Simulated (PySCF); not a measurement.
# Ionisation energy of B⁺ by level of theory

B⁺ [He] 2s2 (1S) → B²⁺ [He] 2s1 (2S), as a difference of total energies. Computed with PySCF 2.14 in jorge-DZP-DKH (4s2p1d, 15 functions), with scalar relativity by spin-free X2C-1e. Correlated levels: valence: 1s2 frozen. The calculations carry no spin-orbit coupling.

**Question.** Order these methods by the ionisation energy they give, lowest first.
A. UHF
B. M06-2X
C. SCS-MP2 (valence)
D. CCSD (valence)

**Answer.** A (23.437 eV), C (24.522 eV), B (24.738 eV), D (25.048 eV).

Errors of the correlated levels include the incompleteness of this basis and the frozen core.

With two correlated electrons CCSD is exact in that space.

The coupled-cluster amplitudes are large for B⁺ (T1 above 0.03 or a double amplitude above 0.15), so a single reference is strained.

For comparison: 25.155 eV (measured; NIST Atomic Spectra Database, ionization energies).
